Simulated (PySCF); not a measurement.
**Effect of structural changes**

Theory: TDDFT CAM-B3LYP/def2-SVPD circular dichroism and optical rotation, one conformer, gas phase in PySCF. Geometry: GFN2-xTB.

Each molecule in one low-energy conformer. The parent is F[C@@H]1CO[CH2][Ge@H]1[F].

The calculation is non-relativistic, which matters for the atoms heavier than Zn.

(1) How does the specific rotation at 589.3 nm (origin-invariant length gauge) change along this series?
- F[C@@H]1CO[CH2][Ge@H]1[F] (base)
- F[C@@H]1CO[CH2][Ge@@H]1[F] (diastereomer)

## Answers

(1) 
```csv
molecule,[α]589 (deg dm⁻¹ (g/mL)⁻¹),S1 (eV),"R(S1), velocity form (10⁻⁴⁰ esu² cm²)"
F[C@@H]1CO[CH2][Ge@H]1[F],-5.2,5.97,-9.4
F[C@@H]1CO[CH2][Ge@@H]1[F],+36.0,5.99,+1.2
```
The specific rotation at 589.3 nm (origin-invariant length gauge) is lowest for F[C@@H]1CO[CH2][Ge@H]1[F] and highest for F[C@@H]1CO[CH2][Ge@@H]1[F].
